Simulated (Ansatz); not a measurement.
Consider the hydrogenolysis of a C–C bond: `C[CH2][Sn][OH]` + H₂ → `[CH3][Sn][OH]` + CH₄.

Isolated molecules relaxed with PBE0-D4/def2-TZVP in Ansatz; ΔE leaves out vibrations. CCSD(T)/CBS is the MP2 limit (def2-TZVPP, def2-QZVPP) plus CCSD(T) − MP2 in def2-TZVPP, frozen cores. This one scheme is used for every species. Functionals use def2-TZVPP. B3LYP here is the variant with VWN-RPA as its local correlation; programs differ in this. HSE06 is defined as in plane-wave codes. Elements past krypton have def2 core potentials. For Sn outer-core shells are correlated without core-valence functions, which leaves a few kJ/mol of doubt a bond. One conformer a species, not always the lowest.

`C[CH2][Sn][OH]`:

Cartesian coordinates in Å:
```
C -0.615 -0.297 0.728
C 0.227 -0.901 -0.383
Sn 1.372 0.506 -1.647
O 0.790 2.168 -0.733
H -1.373 0.389 0.336
H -1.150 -1.058 1.305
H -0.004 0.265 1.441
H -0.393 -1.491 -1.071
H 0.960 -1.610 0.021
H 0.186 2.029 0.003
```

H₂:

Z-matrix (Å, degrees):
```
H
H 1 0.746
```

`[CH3][Sn][OH]`:

```xyz
7

C    -0.209    0.823   -0.431
Sn   -0.726   -1.300   -0.645
O     0.393   -1.901    0.881
H    -0.504    1.174    0.564
H    -0.696    1.451   -1.179
H     0.875    0.949   -0.522
H     0.867   -1.196    1.331
```

CH₄:

Z-matrix (Å, degrees):
```
C
H 1 1.090
H 1 1.090 2 109.5
H 1 1.090 2 109.5 3 -120.0
H 1 1.090 2 109.5 3 120.0
```

```
             level  ΔE (kJ/mol)  difference from CCSD(T)/CBS
       LDA (SPW92)        -72.5                          6.6
            PBE-D4        -76.7                          2.4
         revPBE-D4        -71.4                          7.7
         r2SCAN-D4        -81.7                         -2.6
           PBE0-D4        -80.5                         -1.4
          B3LYP-D4        -82.2                         -3.1
        r2SCANh-D4        -82.6                         -3.5
        r2SCAN0-D4        -83.8                         -4.7
          HSE06-D4        -80.7                         -1.6
          BHLYP-D4        -86.7                         -7.6
      CAM-B3LYP-D4        -85.0                         -5.9
           ωB97X-V        -81.7                         -2.6
           ωB97M-V        -82.2                         -3.1
            B2PLYP        -87.0                         -7.9
              BLYP        -91.4                        -12.3
            r2SCAN        -83.3                         -4.2
              PBE0        -86.0                         -6.9
             B3LYP        -92.3                        -13.2
           r2SCANh        -84.3                         -5.2
           r2SCAN0        -85.7                         -6.6
             HSE06        -85.9                         -6.8
             BHLYP        -94.8                        -15.7
         CAM-B3LYP        -90.7                        -11.6
           LC-ωPBE        -87.1                         -8.0
RPA@PBE/def2-TZVPP        -77.1                          2.0
       HF/def2-SVP       -100.2                        -21.1
      MP2/def2-SVP        -73.3                          5.8
     CCSD/def2-SVP        -79.6                         -0.5
  CCSD(T)/def2-SVP        -75.6                          3.5
     HF/def2-TZVPP       -103.7                        -24.6
    MP2/def2-TZVPP        -76.8                          2.3
SCS-MP2/def2-TZVPP        -80.6                         -1.5
   CCSD/def2-TZVPP        -84.6                         -5.5
     HF/def2-QZVPP       -103.8                        -24.7
SCS-MP2/def2-QZVPP        -80.3                         -1.2
   CCSD/def2-QZVPP        -84.4                         -5.3
CCSD(T)/def2-QZVPP        -79.7                         -0.6
      HF/CBS(def2)       -103.8                        -24.7
     MP2/CBS(def2)        -75.9                          3.2
    CCSD/CBS(def2)        -83.7                         -4.6
       CCSD(T)/CBS        -79.1                            0
```

Task: What do rigid-rotor, harmonic-oscillator terms from PBE0-D4/def2-TZVP frequencies (298.15 K, 1 bar) make of the CCSD(T)/CBS value? (Estimate.)

Result: The calculation gave: ΔZPE = +14.0 kJ/mol, ΔH = -66.6 kJ/mol, ΔS = 31 J/(mol·K), ΔG = -75.8 kJ/mol.

Largest T1 diagnostic among the species: 0.016.

From PBE to PBE0 (25 % exact exchange), in def2-TZVPP and without D4, ΔE moves by −3.0 kJ/mol. At CCSD(T), def2-SVP lies +3.5 kJ/mol from the extrapolated value and def2-TZVPP −0.9 kJ/mol. The D4 term adds +10.1 kJ/mol with B3LYP and +5.5 kJ/mol with PBE0; it sums over pairs of atoms, weighted by their polarisabilities, and B3LYP, whose exchange is more repulsive, gets the larger term.
